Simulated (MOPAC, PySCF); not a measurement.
C3H9In, SMILES `[CH3][In]([CH3])[CH3]`, neutral singlet in the gas phase. 

Cartesian coordinates (Å):
```xyz
13

C     -1.1394    -1.8557    -0.0680
In     0.0073     0.0160    -0.0094
C      2.1962    -0.0623     0.1199
C     -1.0520     1.9351    -0.1009
H     -0.6355    -2.6480     0.5060
H     -2.1568    -1.7131     0.3259
H     -1.2227    -2.1953    -1.1140
H      2.6327     0.9415     0.2265
H      2.5028    -0.6803     0.9788
H      2.6049    -0.5308    -0.7902
H     -0.3546     2.7853    -0.1042
H     -1.7244     2.0298     0.7671
H     -1.6738     1.9792    -1.0095
```
Charge 0, multiplicity 1.

All levels are single points at this geometry (B3LYP-D3(BJ)/def2-SVP); Pople sets use spherical d functions. Orbital energies aren't observables, and empty levels follow the basis.

PBE/6-31G* (LANL2DZ on In) in PySCF gives dipole (D) = 0.05.

Q: Estimate the dipole (D) from each of these levels: PBE-D3(BJ)/def2-TZVP in PySCF; ωB97X-D3(BJ)/def2-TZVP in PySCF; B3LYP/6-311+G** (LANL2DZ on In) in PySCF; B3LYP/6-31G* (LANL2DZ on In) in PySCF; B3LYP/LANL2DZ in PySCF; BP86/6-31G* (LANL2DZ on In) in PySCF; M06-2X/6-31G* (LANL2DZ on In) in PySCF; HF/6-31G* (LANL2DZ on In) in PySCF; AM1 in MOPAC; PM3 in MOPAC; PM6 in MOPAC; PM7 in MOPAC.

A: 
| level | dipole (D) |
|---|---|
| PBE-D3(BJ)/def2-TZVP in PySCF | 0.02 |
| ωB97X-D3(BJ)/def2-TZVP in PySCF | 0.01 |
| B3LYP/6-311+G** (LANL2DZ on In) in PySCF | 0.02 |
| B3LYP/6-31G* (LANL2DZ on In) in PySCF | 0.04 |
| B3LYP/LANL2DZ in PySCF | 0.07 |
| BP86/6-31G* (LANL2DZ on In) in PySCF | 0.05 |
| M06-2X/6-31G* (LANL2DZ on In) in PySCF | 0.04 |
| HF/6-31G* (LANL2DZ on In) in PySCF | 0.03 |
| AM1 in MOPAC | 0.07 |
| PM3 in MOPAC | 0.12 |
| PM6 in MOPAC | 0.07 |
| PM7 in MOPAC | 0.09 |
